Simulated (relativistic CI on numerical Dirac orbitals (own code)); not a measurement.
**Sc2+: L-alpha,beta X-ray emission**

Computed with this model: Dirac-Coulomb-Breit CI, separate exchange-only KLI orbitals for each configuration, QED by a radiative potential, multiplet model of X-ray emission after core ionisation, unscaled Slater integrals; configurations [Ar] 3d → [He] 2s2 2p5 3s2 3p6 3d → [Ne] 3s2 3p6; 300 K; Lorentzian 0.84 eV and Gaussian 0.5 eV FWHM. Energies are those of the free ion, without screening or charge transfer. S is read from ⟨S²⟩ = S(S + 1).

Field parameters in Wybourne normalisation: D4h B²₀ = −7Ds, B⁴₀ = 21(Dq − Dt), B⁴₄ = 21√(5/14) Dq. The field is a parameter set, without covalency.

Computed curve for D4h, 10Dq = 13500, Ds = -600, Dt = 770 cm⁻¹, scaled to 100 at the maximum (points under 2 are left out and the grid is thinned):

(Energy (eV), Intensity): (401.3, 2.1), (401.6, 2.9), (402.0, 5.2), (402.3, 7.9), (402.6, 9.5), (402.9, 9.3), (403.3, 8.4), (403.6, 7.9), (403.9, 7.9), (404.3, 8.5), (404.6, 8.9), (404.9, 9.9), (405.2, 13.4), (405.6, 26.4), (405.9, 44.2), (406.2, 53.8), (406.6, 37.0), (406.9, 25.1), (407.2, 23.2), (407.5, 29.2), (407.9, 34.3), (408.2, 27.8), (408.5, 21.9), (408.8, 18.8), (409.2, 17.1), (409.5, 20.1), (409.8, 30.1), (410.2, 64.0), (410.5, 95.8), (410.8, 92.4), (411.1, 58.4), (411.5, 25.8), (411.8, 15.4), (412.1, 10.1), (412.5, 6.5), (412.8, 4.9), (413.1, 3.9), (413.4, 3.1), (413.8, 2.5), (414.1, 2.1)

The ground state has S = 0.50, and the centroid lies at 408.51 eV.
